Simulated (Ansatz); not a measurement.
Consider the stannylene formation by 1,1-elimination: `C[O][Sn]([OH])([F])[F]` → `C[O][Sn][F]` + `OF`.

Gas-phase electronic energies from Ansatz, PBE0-D4/def2-TZVP geometries. CCSD(T)/CBS is the MP2 limit (def2-TZVPP, def2-QZVPP) plus CCSD(T) − MP2 in def2-TZVPP, frozen cores. This one scheme is used for every species. Functionals use def2-TZVPP. B3LYP here is the variant with VWN-RPA as its local correlation; programs differ in this. def2 core potentials past Kr. For Sn outer-core shells are correlated without core-valence functions, which leaves a few kJ/mol of doubt a bond. One conformer a species, not always the lowest.

| level | ΔE (kJ/mol) |
| --- | --- |
| BLYP-D4 | 363.2 |
| B3LYP-D4 | 392.4 |
| CAM-B3LYP-D4 | 415.1 |
| LC-ωPBE | 442.6 |
| HF/def2-SVP | 421.1 |
| CCSD(T)/def2-SVP | 405.9 |
| MP2/def2-TZVPP | 452.3 |
| HF/def2-QZVPP | 466.2 |

Task: What does CCSD(T)/CBS give? (Best estimate.)

Result: The calculation gave: +443.4 kJ/mol. The listed levels differ from it by -80.2, -51.0, -28.3, -0.8, -22.3, -37.5, 8.9, 22.8 kJ/mol.

Task: What do rigid-rotor, harmonic-oscillator terms from PBE0-D4/def2-TZVP frequencies (298.15 K, 1 bar) make of the CCSD(T)/CBS value? (Estimate.)

Result: The calculation gave: ΔZPE = -4.1 kJ/mol, ΔH = +439.9 kJ/mol, ΔS = 145 J/(mol·K), ΔG = +396.7 kJ/mol. Modes under 50 cm⁻¹ make the entropy rough.

Largest T1 diagnostic among the species: 0.017.

From PBE to PBE0 (25 % exact exchange), in def2-TZVPP and without D4, ΔE moves by +32.7 kJ/mol. The D4 term adds +8.8 kJ/mol with B3LYP and +5.0 kJ/mol with PBE0; it sums over pairs of atoms, weighted by their polarisabilities, and B3LYP, whose exchange is more repulsive, gets the larger term. In def2-TZVPP, CCSD(T) changes the Hartree–Fock value by −27.1 kJ/mol (the triples alone add −2.8 kJ/mol) and MP2 by −6.8 kJ/mol.
